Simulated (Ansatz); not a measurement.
C2H7BS2, relaxed with RKS PBE0-D4/def2-TZVP in the Gaussian-basis code of Ansatz from a PBE-D4/def2-SVP geometry. The force threshold is 0.005 eV/Å; the program also tests the step.

Total charge 0; spin multiplicity 1. The bonds changed during the relaxation, so this is another structure than the one it started from.

Start:

```xyz
12

C    -0.792   -0.519   -1.288
B    -1.177   -0.590    0.249
S    -1.470    1.033    1.258
S     0.226   -0.139    1.623
C     1.589    0.713    0.757
H    -0.230    0.387   -1.592
H    -0.232   -1.418   -1.622
H    -1.737   -0.508   -1.874
H    -1.770   -1.559    0.692
H     1.846    1.633    1.315
H     1.295    0.953   -0.280
H     2.451    0.015    0.763
```

| step | energy (eV) | largest force (eV/Å) | largest move (Å) |
| --- | --- | --- | --- |
| 1 | -24526.7853 | 0.663 | 0.000 |
| 2 | -24526.8456 | 0.262 | 0.034 |
| 3 | -24526.8528 | 0.105 | 0.026 |
| 4 | -24526.8536 | 0.034 | 0.013 |
| 5 | -24526.8538 | 0.020 | 0.012 |
| 6 | -24526.8539 | 0.015 | 0.012 |
| 7 | -24526.8539 | 0.007 | 0.011 |
| 8 | -24526.8539 | 0.002 | 0.006 |

End:

```xyz
12

C    -0.777   -0.520   -1.280
B    -1.160   -0.581    0.249
S    -1.441    1.032    1.249
S     0.210   -0.116    1.606
C     1.563    0.705    0.750
H    -0.253    0.387   -1.590
H    -0.186   -1.388   -1.587
H    -1.704   -0.557   -1.863
H    -1.758   -1.522    0.687
H     1.870    1.573    1.330
H     1.252    1.002   -0.248
H     2.385   -0.013    0.695
```

Hardware: 4 threads of an Arm Neoverse V1 on a shared host. Wall time 35 s, peak host memory 0.59 GiB.
